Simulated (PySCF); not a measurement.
**How methods differ on the excitation energy of In**

In [Kr] 4d10 5s2 5p1 (2P) → In [Kr] 4d10 5s2 6s1 (2S), as a difference of total energies. Calculation: PySCF 2.14, in aug-cc-pVQZ-DK3; scalar relativity by spin-free X2C-1e. Correlated levels: valence: [Kr] 4d10 frozen. The calculations carry no spin-orbit coupling.

| method | excitation energy (eV) |
| --- | --- |
| UHF | 2.688 |
| MP2 (valence) | 2.765 |
| SCS-MP2 (valence) | 2.771 |
| CCSD (valence) | 2.791 |
| CCSD(T) (valence) | 2.795 |

Question: How much does correlation contribute at CCSD(T) (valence)?

Answer: 2.795 − (2.688) = 0.107 eV, measured against UHF.

Errors of the correlated levels include the incompleteness of this basis and the frozen core.

For comparison: 2.839 eV (measured; NIST levels, between the centres of gravity of the two terms).
